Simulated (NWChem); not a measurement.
Program: NWChem. System: BF₂I, charge 1, spin multiplicity 2, at the geometry of a parent with another charge or spin, in a state set for the comparison that need not be this species' ground state. Its SCF solution wasn't tested for a lower state. Level: UPBE/def2-SVP with def2 effective core potentials on I.

The NWChem input:

```
start mol
memory heap 200 mb stack 900 mb global 1100 mb
charge 1
geometry units angstroms nocenter noautoz
  B      0.000000     0.000000     1.323531
  F     -1.128672     0.000000     1.986784
  F      1.128672     0.000000     1.986784
  I      0.000000     0.000000    -0.799618
  symmetry group C2v
end
basis spherical
  * library def2-svp
end
ecp
  I library def2-ecp
end
dft
  xc xpbe96 cpbe96
  odft
  mult 2
  semidirect memsize 60000000 filesize 0
  iterations 100
end
task dft energy
```

NWChem printed:

```
             Northwest Computational Chemistry Package (NWChem) 7.3.0
             --------------------------------------------------------

                                NWChem Input Module
                                -------------------

 Scaling coordinates for geometry "geometry" by  1.889725989
 (inverse scale =  0.529177249)

 Turning off AUTOSYM since
 SYMMETRY directive was detected!

                             Geometry "geometry" -> ""
                             -------------------------

 Output coordinates in angstroms (scale by  1.889725989 to convert to a.u.)

  No.       Tag          Charge          X              Y              Z
 ---- ---------------- ---------- -------------- -------------- --------------
    1 B                    5.0000     0.00000000     0.00000000     1.32353100
    2 F                    9.0000    -1.12867200     0.00000000     1.98678400
    3 F                    9.0000     1.12867200     0.00000000     1.98678400
    4 I                   53.0000     0.00000000     0.00000000    -0.79961800

 Effective nuclear repulsion energy (a.u.)     289.3422950104

            Nuclear Dipole moment (a.u.)
            ----------------------------
        X                 Y               Z
 ---------------- ---------------- ----------------
     0.0000000000     0.0000000000     0.0000245664

      Symmetry information
      --------------------

 Group name             C2v
 Group number             16
 Group order               4
 No. of unique centers     3

      Symmetry unique atoms

     1    2    4


 Summary of "ao basis" -> "" (spherical)
 ------------------------------------------------------------------------------
       Tag                 Description            Shells   Functions and Types
 ---------------- ------------------------------  ------  ---------------------
 *                          def2-svp                  on all atoms

 Summary of "ao basis" -> "ao basis" (spherical)
 ------------------------------------------------------------------------------
       Tag                 Description            Shells   Functions and Types
 ---------------- ------------------------------  ------  ---------------------
 B                          def2-svp                 6       14   3s2p1d
 F                          def2-svp                 6       14   3s2p1d
 I                          def2-svp                10       26   4s4p2d

 Summary of "ao basis" -> "ao basis" (spherical)
 ------------------------------------------------------------------------------
       Tag                 Description            Shells   Functions and Types
 ---------------- ------------------------------  ------  ---------------------
 B                          def2-svp                 6       14   3s2p1d
 F                          def2-svp                 6       14   3s2p1d
 I                          def2-svp                10       26   4s4p2d

      Symmetry analysis of basis
      --------------------------

        a1         29
        a2          7
        b1         19
        b2         13

            General Information
            -------------------
          SCF calculation type: DFT
          Wavefunction type:  spin polarized.
          No. of atoms     :     4
          No. of electrons :    47
           Alpha electrons :    24
            Beta electrons :    23
          Charge           :     1
          Spin multiplicity:     2
          Use of symmetry is: on ; symmetry adaption is: on
[...]
    53     -0.120737  4 I  px                 7     -0.088144  1 B  px

 Vector   22  Occ=1.000000D+00  E=-5.780167D-01  Symmetry=a1
              MO Center= -1.1D-15,  3.9D-15,  6.8D-01, r^2= 3.6D+00
   Bfn.  Coefficient  Atom+Function         Bfn.  Coefficient  Atom+Function
  ----- ------------  ---------------      ----- ------------  ---------------
    55      0.473776  4 I  pz                20     -0.351929  2 F  pz
    34     -0.351929  3 F  pz                58      0.298687  4 I  pz
    23      0.212940  2 F  pz                37      0.212940  3 F  pz
    52     -0.180637  4 I  pz                 6      0.178093  1 B  pz
    49     -0.146459  4 I  pz                 2      0.107177  1 B  s

 Vector   23  Occ=1.000000D+00  E=-5.254638D-01  Symmetry=b2
              MO Center= -5.1D-16, -4.9D-15, -6.2D-01, r^2= 2.1D+00
   Bfn.  Coefficient  Atom+Function         Bfn.  Coefficient  Atom+Function
  ----- ------------  ---------------      ----- ------------  ---------------
    54      0.673442  4 I  py                57      0.462076  4 I  py
    51     -0.258376  4 I  py                48     -0.209060  4 I  py
    19      0.104278  2 F  py                33      0.104278  3 F  py
    22     -0.070776  2 F  py                36     -0.070776  3 F  py
     5     -0.069689  1 B  py                65      0.032823  4 I  d -1

 Vector   24  Occ=0.000000D+00  E=-5.160038D-01  Symmetry=b1
              MO Center=  4.8D-16, -6.1D-16, -6.1D-01, r^2= 2.2D+00
   Bfn.  Coefficient  Atom+Function         Bfn.  Coefficient  Atom+Function
  ----- ------------  ---------------      ----- ------------  ---------------
    53      0.689148  4 I  px                56      0.450673  4 I  px
    50     -0.262147  4 I  px                47     -0.211475  4 I  px
    20      0.126648  2 F  pz                34     -0.126648  3 F  pz
    23     -0.082686  2 F  pz                37      0.082686  3 F  pz
    18      0.040203  2 F  px                32      0.040203  3 F  px

 Vector   25  Occ=0.000000D+00  E=-2.772487D-01  Symmetry=b2
              MO Center= -9.2D-16,  1.7D-15,  1.1D+00, r^2= 2.3D+00
   Bfn.  Coefficient  Atom+Function         Bfn.  Coefficient  Atom+Function
  ----- ------------  ---------------      ----- ------------  ---------------
     5      0.698383  1 B  py                 8     -0.419623  1 B  py
    19     -0.268631  2 F  py                33     -0.268631  3 F  py
    22      0.228854  2 F  py                36      0.228854  3 F  py
    57      0.203941  4 I  py                54      0.199148  4 I  py
    65     -0.173768  4 I  d -1              60      0.096754  4 I  d -1

 Vector   26  Occ=0.000000D+00  E=-2.645437D-01  Symmetry=a1
              MO Center=  1.3D-15, -1.8D-15, -9.7D-02, r^2= 3.1D+00
   Bfn.  Coefficient  Atom+Function         Bfn.  Coefficient  Atom+Function
  ----- ------------  ---------------      ----- ------------  ---------------
     3      0.802587  1 B  s                 58     -0.780995  4 I  pz
     2      0.566044  1 B  s                  6      0.449340  1 B  pz
    46     -0.423463  4 I  s                 55     -0.370226  4 I  pz
    45     -0.334477  4 I  s                  9     -0.274278  1 B  pz
    66      0.208731  4 I  d  0               1      0.184479  1 B  s

   alpha - beta orbital overlaps
   -----------------------------

   alpha      1      2      3      4      5      6      7      8      9     10
    beta      1      2      3      4      5      6      7      8      9     10
 overlap   1.000  1.000  1.000  1.000  1.000  1.000  1.000  0.992  1.000  1.000

   alpha     11     12     13     14     15     16     17     18     19     20
    beta     11     12     13     14     15     16     17     18     19     20
 overlap   1.000  0.992  1.000  1.000  0.999  0.999  0.999  0.999  1.000  1.000

   alpha     21     22     23     24     25     26     27     28     29     30
    beta     21     22     24     23     25     26     28     27     29     30
 overlap   0.960  1.000  0.960  1.000  1.000  0.999  0.999  0.998  0.995  1.000

   alpha     31     32     33     34     35     36     37     38     39     40
    beta     34     33     32     31     35     36     37     38     39     40
 overlap   0.825  1.000  0.993  1.000  0.837  0.971  0.977  1.000  0.989  0.994

   alpha     41     42     43     44     45     46     47     48     49     50
    beta     41     42     43     44     45     46     47     48     49     50
 overlap   1.000  1.000  1.000  1.000  1.000  1.000  1.000  1.000  1.000  1.000

   alpha     51     52     53     54     55     56     57     58     59     60
    beta     51     52     53     54     55     56     57     58     59     60
 overlap   1.000  1.000  1.000  1.000  1.000  1.000  1.000  1.000  1.000  1.000

   alpha     61     62     63     64     65     66     67     68
    beta     61     62     63     64     65     66     67     68
 overlap   1.000  1.000  1.000  1.000  1.000  1.000  1.000  1.000

     --------------------------
     Expectation value of S2:
     --------------------------
      <S2> =      0.7515 (Exact =     0.7500)

 center of mass
 --------------
 x =   0.00000000 y =   0.00000000 z =  -0.12256710

 moments of inertia (a.u.)
 ------------------
         891.585028051172           0.000000000000           0.000000000000
           0.000000000000        1064.439331719991           0.000000000000
           0.000000000000           0.000000000000         172.854303668818

     Multipole analysis of the density
     ---------------------------------

     L   x y z        total         alpha         beta         nuclear
     -   - - -        -----         -----         ----         -------
     0   0 0 0      1.000000    -24.000000    -23.000000     48.000000

     1   1 0 0      0.000000      0.000000      0.000000      0.000000
     1   0 1 0     -0.000000     -0.000000     -0.000000      0.000000
     1   0 0 1     -0.655030    -20.863119    -22.101585     42.309674

     2   2 0 0    -26.889862    -56.322057    -52.453056     81.885250
     2   1 1 0     -0.000000     -0.000000     -0.000000      0.000000
     2   1 0 1      0.000000      0.000000      0.000000      0.000000
     2   0 2 0    -27.753085    -14.443014    -13.310071      0.000000
     2   0 1 1      0.000000      0.000000      0.000000      0.000000
     2   0 0 2    -23.641214   -184.910279   -180.820995    342.090060

 Task  times  cpu:        2.2s     wall:        2.2s

 Total times  cpu:        2.2s     wall:        2.2s
```
